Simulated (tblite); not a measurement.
Run record: tight-binding relaxation, `CC(C)[P@]1(=O)C=C1C(F)(F)F`.

Computed with GFN2-xTB geometry optimisation, gas phase (tblite 0.8.0). Start geometry: from a force field or distance geometry. A driver script takes a list of jobs; this job's settings line and coordinates (Å) are shown.

Command:
```bash
OMP_NUM_THREADS=1 python probes_run.py task.json out
```

Input:
```
{"job": {"kind": "relax", "xc": "GFN2-xTB", "basis": "xTB"}, "charge": 0, "multiplicity": 1}
C     -1.562900     1.154400     0.533900
C     -1.043500     0.087800    -0.372300
C     -2.123100    -0.829100    -0.897600
P      0.226100    -0.953300     0.337500
O      0.217500    -2.455900     0.056900
C      1.284000    -0.395500     1.657900
C      1.831400    -0.154700     0.463200
C      2.969500     0.388300    -0.366000
F      3.516900    -0.611400    -1.146200
F      2.380100     1.299800    -1.224200
F      3.903900     1.028600     0.396300
H     -1.579200     2.148800     0.023700
H     -1.060300     1.255600     1.507000
H     -2.666000     0.937900     0.671500
H     -0.603900     0.598600    -1.263800
H     -1.791800    -1.882500    -0.758000
H     -2.208800    -0.665500    -1.993400
H     -3.092400    -0.633200    -0.396800
H      1.392900    -0.309300     2.762800
```

Q: Give the output.

A: 
```
step      E/eV     max force
  0   -1023.89158    4.497
  1   -1024.23733    3.160
  2   -1024.38909    0.624
  3   -1024.44485    0.616
  4   -1024.48801    0.466
  5   -1024.51411    0.449
  6   -1024.54559    0.383
  7   -1024.56187    0.270
  8   -1024.57658    0.282
  9   -1024.58942    0.371
... (137 lines left out)
147   -1024.99247    0.037
148   -1024.99266    0.027
149   -1024.99280    0.025
150   -1024.99289    0.017
151   -1024.99294    0.015
152   -1024.99298    0.012
153   -1024.99300    0.012
154   -1024.99302    0.013
155   -1024.99304    0.012
156   -1024.99306    0.009
```

«max force» is the largest atomic force in eV/Å.

Q: From which step on does the largest force stay under 0.1 eV/Å, and how much energy is left to gain from there?

A: From step 131 (0.086 eV/Å), 12.0 meV above the end.

In short: energy lowered by 25.4 kcal/mol over 156 steps; largest atomic force 0.009 eV/Å at the end.
Labels such as C1 count atoms from 1, the log's own numbers from 0.
